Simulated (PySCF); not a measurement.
**Field gradients at the hydrogen positions**

Species: C5H12N2.
Structure used (GFN2-xTB), in Å, numbered top down from 1:
```
atom  x, y, z in Å
C1     2.2302    0.9644    0.0580
C2     1.8402   -0.3614    0.6617
N3     0.8109   -1.0911    0.5555
N4    -0.2814   -0.9442   -0.1822
C5    -1.3135   -1.9025    0.1413
C6    -0.7219    0.2580   -0.8611
C7    -1.4211    1.2624    0.0599
H8     1.4456    1.7124    0.1608
H9     2.4630    0.8524   -1.0025
H10    3.1219    1.3359    0.5577
H11    2.5912   -0.8071    1.3036
H12   -0.8359   -2.7701    0.5890
H13   -1.8313   -2.2049   -0.7706
H14   -2.0490   -1.5036    0.8485
H15    0.1380    0.7263   -1.3392
H16   -1.4136   -0.0542   -1.6501
H17   -0.7890    1.5017    0.9127
H18   -1.6365    2.1785   -0.4844
H19   -2.3575    0.8563    0.4339
```

Level: PBE0/pcSseg-1 (PySCF, non-relativistic); Q(2H) = 0.00286 b; rigid geometry, the same for H and D, with no vibrational averaging.

Question: Rank these positions by the coupling χzz of a deuteron there, largest first.
A. H14 (methyl hydrogen)
B. H12 (methyl hydrogen)
C. H15 (methylene hydrogen)
D. H11 (hydrogen on a C=N carbon)

Answer: D (216 kHz), B (207 kHz), C (203 kHz), A (199 kHz).

Q: Tabulate Vzz, the asymmetry η and χzz = 234.96 MHz × Q × Vzz for every hydrogen position.

A: 
| atom | bonded to | bond length (Å) | Vzz (au) | η | χzz (kHz) |
| --- | --- | --- | --- | --- | --- |
| H8 | C1 | 1.089 | 0.3137 | 0.02 | 211 |
| H9 | C1 | 1.092 | 0.3093 | 0.01 | 208 |
| H10 | C1 | 1.088 | 0.3141 | 0.03 | 211 |
| H11 | C2 | 1.084 | 0.3212 | 0.10 | 216 |
| H12 | C5 | 1.087 | 0.3084 | 0.05 | 207 |
| H13 | C5 | 1.091 | 0.3036 | 0.06 | 204 |
| H14 | C5 | 1.096 | 0.2959 | 0.06 | 199 |
| H15 | C6 | 1.090 | 0.3021 | 0.05 | 203 |
| H16 | C6 | 1.095 | 0.2936 | 0.05 | 197 |
| H17 | C7 | 1.088 | 0.3125 | 0.02 | 210 |
| H18 | C7 | 1.087 | 0.3166 | 0.02 | 213 |
| H19 | C7 | 1.087 | 0.3161 | 0.02 | 212 |

Q: How does χzz go with the bond length over the 12 C–H bonds?

A: A straight-line fit has a slope of -15.1 kHz for each 0.01 Å, with a correlation coefficient of -0.90, over lengths from 1.084 to 1.096 Å. The longer bonds have the smaller couplings here.

Q: Give the 2H NMR doublet splittings at H12 for a magnetic field along the z, y and x axes of the gradient: 3χ/2, 3χ(1 + η)/4, 3χ(1 − η)/4.

A: With |χ| = 207.2 kHz and η = 0.046: 311, 163 and 148 kHz, to first order and without motion.

Geometry: GFN2-xTB, one conformer, isolated molecule. GFN2-xTB bond lengths can be off by several hundredths of an ångström, more for odd bonds, and the gradients follow them. With a basis this small, the couplings can be 20 % off.
